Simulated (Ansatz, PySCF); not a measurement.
Stretching the Te1–H2 bond in hydrogen telluride (SMILES [TeH2]) (multiplicity 1 held, fragments rigid). Energies count from the point at 1.661 Å.
Geometry at that point (charge 0, multiplicity 1):
```tsv
atom	x (Å)	y (Å)	z (Å)
Te	0.0001	0.0433	0.0016
H	-1.1804	-1.1248	-0.0390
H	1.1777	-1.1274	-0.0467
```

Restricted levels (R-, RO-) in cc, def2 and unpolarised 6-31G sets keep to the state of the molecule at rest. Active spaces are followed from a long bond inwards. Left out are points that failed, MP2 points that dive below the minimum, coupled-cluster points behind a jump of the amplitudes or a sharp parting from full CI or MRCI, small-basis points behind a change of solution, and semi-empirical points at long bonds. Curves can end on different states.

Frozen-core correlation. Filled d and f shells under p-block atoms count as core. Rows in 3-21G carry no dispersion term and start afresh at each structure; the Pople sets are all-electron and without relativity.

Programs: Ansatz (a quantum-chemistry and plane-wave program); PySCF for 3-21G rows. Values without a source in brackets are computed. In def2 rows elements past Kr take small-core potentials, without spin–orbit coupling.

Energies in eV.

```csv
R (Å),R-HF/3-21G,R-MP2/def2-TZVPP,R-SCS-MP2/def2-TZVPP,"FIC-NEVPT4(SD) on CASSCF(2,2)/def2-TZVPP","FIC-MRCISD+Q on CASSCF(2,2)/def2-TZVPP"
1.329,1.83,1.55,[?],1.61,1.59
1.495,0.38,0.27,[?],0.31,0.30
1.661,0.00,0.00,0.00,0.00,0.00
1.827,0.15,0.23,0.22,0.18,0.19
1.993,0.56,0.68,[?],0.58,0.59
2.243,1.36,1.50,1.46,1.28,1.29
2.492,2.22,2.29,2.23,1.90,1.93
2.907,3.55,3.36,3.25,2.61,2.64
3.322,4.64,4.05,3.88,2.93,2.96
3.821,5.62,4.43,4.16,3.06,3.10
4.485,left out,4.37,3.95,3.10,3.14
5.316,left out,3.76,3.11,3.11,3.14
```

Q: What belongs in the gaps?

A: 
- 1.329, R-SCS-MP2/def2-TZVPP: 1.56
- 1.495, R-SCS-MP2/def2-TZVPP: 0.28
- 1.993, R-SCS-MP2/def2-TZVPP: 0.66

Doubts at one or more of the structures used: a restricted determinant that unrestricted orbitals would lower (R-HF/3-21G, R-MP2/def2-TZVPP, R-SCS-MP2/def2-TZVPP).
